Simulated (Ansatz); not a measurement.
Cost and result for the atomization energy of `BNC[CH2][AlH2]` (14 atoms, 13 bonds).

```json
{"atom": "B1", "x (Å)": "0.679", "y (Å)": "-1.509", "z (Å)": "0.991"}
{"atom": "N2", "x (Å)": "0.010", "y (Å)": "-0.941", "z (Å)": "-0.111"}
{"atom": "C3", "x (Å)": "0.563", "y (Å)": "0.067", "z (Å)": "-1.052"}
{"atom": "C4", "x (Å)": "-0.265", "y (Å)": "1.344", "z (Å)": "-0.913"}
{"atom": "Al5", "x (Å)": "-0.956", "y (Å)": "0.854", "z (Å)": "0.881"}
{"atom": "H6", "x (Å)": "1.776", "y (Å)": "-1.121", "z (Å)": "1.253"}
{"atom": "H7", "x (Å)": "0.110", "y (Å)": "-2.342", "z (Å)": "1.628"}
{"atom": "H8", "x (Å)": "-0.844", "y (Å)": "-1.377", "z (Å)": "-0.438"}
{"atom": "H9", "x (Å)": "0.582", "y (Å)": "-0.364", "z (Å)": "-2.057"}
{"atom": "H10", "x (Å)": "1.596", "y (Å)": "0.231", "z (Å)": "-0.744"}
{"atom": "H11", "x (Å)": "-1.057", "y (Å)": "1.392", "z (Å)": "-1.665"}
{"atom": "H12", "x (Å)": "0.346", "y (Å)": "2.242", "z (Å)": "-1.011"}
{"atom": "H13", "x (Å)": "-0.061", "y (Å)": "1.107", "z (Å)": "2.177"}
{"atom": "H14", "x (Å)": "-2.478", "y (Å)": "0.415", "z (Å)": "1.061"}
```

Total charge 0; spin multiplicity 1. All single points use the PBE0-D4/def2-TZVP geometry. It is one conformer, not always the lowest. Program: Ansatz. All runs use 4 threads of an Arm Neoverse V1 on a shared host. Times are those of one run each, without the atoms' runs, and a repeat can differ threefold. Electronic energies, without spin–orbit coupling; frozen cores. CCSD(T)/CBS adds CCSD(T) − MP2 in def2-TZVPP to the MP2 limit, and its time is that of the two runs behind it. T1 = 0.011. B3LYP takes the VWN-RPA correlation (the form of Gaussian; ORCA's B3LYP/G).

CCSD(T)/CBS is a level of theory with its own doubt, some kJ/mol a heavy atom from the limit and from the frozen cores, so smaller differences don't rank the functionals.

```tsv
level	functions	wall time
PBE-D4/def2-TZVPP (with forces)	292	3.4 s
PBE0-D4/def2-TZVPP	292	3.6 s
r2SCAN-D4/def2-TZVPP (with forces)	292	6 s
B3LYP-D4/def2-TZVPP (with forces)	292	6 s
B2PLYP/def2-TZVPP	292	7 s
ωB97X-V/def2-TZVPP	292	9 s
ωB97M-V/def2-TZVPP (with forces)	292	14 s
MP2/def2-QZVPP	568	34 s
CCSD(T)/def2-TZVPP	292	3.8 min
CCSD(T)/CBS(def2)	–	4.4 min
```

Q: What atomization energy does each give, and how far from CCSD(T)/CBS? (Best estimate.)

A: Ansatz gave: 
```tsv
level	atomization (kcal/mol)	difference from CCSD(T)/CBS	per bond
PBE-D4/def2-TZVPP (with forces)	1203.8	17.2	1.3
PBE0-D4/def2-TZVPP	1191.1	4.5	0.3
r2SCAN-D4/def2-TZVPP (with forces)	1191.0	4.4	0.3
B3LYP-D4/def2-TZVPP (with forces)	1192.3	5.7	0.4
B2PLYP/def2-TZVPP	1177.0	-9.6	-0.7
ωB97X-V/def2-TZVPP	1193.7	7.1	0.5
ωB97M-V/def2-TZVPP (with forces)	1194.7	8.1	0.6
MP2/def2-QZVPP	1185.1	-1.5	-0.1
CCSD(T)/def2-TZVPP	1159.1	-27.5	-2.1
CCSD(T)/CBS(def2)	1186.6	0.0	0.0
```

The D4 term adds +11.3 kcal/mol with B3LYP and +5.9 kcal/mol with PBE0; it sums over pairs of atoms, weighted by their polarisabilities, and B3LYP, whose exchange is more repulsive, gets the larger term. In def2-TZVPP, CCSD(T) changes the Hartree–Fock value by +270.6 kcal/mol (the triples alone add +14.2 kcal/mol) and MP2 by +280.3 kcal/mol; breaking electron pairs costs correlation energy, which Hartree–Fock lacks. From PBE to PBE0 (25 % exact exchange), in def2-TZVPP and without D4, the atomization energy moves by −11.7 kcal/mol: exact exchange takes away binding that semilocal exchange gives to molecules.
